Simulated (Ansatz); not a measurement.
`CO[SiH2]S` + H₂ → `CO[SiH3]` + H₂S  (hydrogenolysis of the Si–S bond)

Computed with Ansatz on PBE0-D4/def2-TZVP structures; ΔE is electronic, products minus reactants. CCSD(T)/CBS adds triple-zeta CCSD(T) − MP2 to the extrapolated MP2 energy (def2 sets, frozen cores). This one scheme is used for every species. DFT in def2-TZVPP. One conformer a species, not always the lowest.

(1) Is it downhill or uphill in electronic energy at CCSD(T)/CBS, and by how much? (Best estimate.)

(2) What do these levels give: BLYP-D4, PBE0-D4, ωB97X-V, ωB97M-V, revPBE, r2SCANh, BHLYP, HF/def2-TZVPP, HF/def2-QZVPP, SCS-MP2/def2-QZVPP, HF/CBS(def2), CCSD/CBS(def2)? (Best estimate.)

(3) What do rigid-rotor, harmonic-oscillator terms from PBE0-D4/def2-TZVP frequencies (298.15 K, 1 bar) make of the CCSD(T)/CBS value? (Estimate.)

Largest T1 diagnostic among the species: 0.011.

## Answers

(1) Computed: Uphill: ΔE = +45.2 kJ/mol.

(2) Ansatz gave: BLYP-D4 45.3, PBE0-D4 46.9, ωB97X-V 41.8, ωB97M-V 44.1, revPBE 42.3, r2SCANh 47.8, BHLYP 31.1, HF/def2-TZVPP 21.1, HF/def2-QZVPP 20.8, SCS-MP2/def2-QZVPP 43.4, HF/CBS(def2) 20.7, CCSD/CBS(def2) 40.2 kJ/mol.

(3) The calculation gave: ΔZPE = +8.0 kJ/mol, ΔH = +50.2 kJ/mol, ΔS = 28 J/(mol·K), ΔG = +42.0 kJ/mol.

At CCSD(T), def2-SVP lies −19.6 kJ/mol from the extrapolated value and def2-TZVPP −5.0 kJ/mol. The D4 term adds +8.7 kJ/mol with B3LYP and +4.7 kJ/mol with PBE0; it sums over pairs of atoms, weighted by their polarisabilities, and B3LYP, whose exchange is more repulsive, gets the larger term.

B3LYP here is the variant with VWN-RPA as its local correlation; programs differ in this.
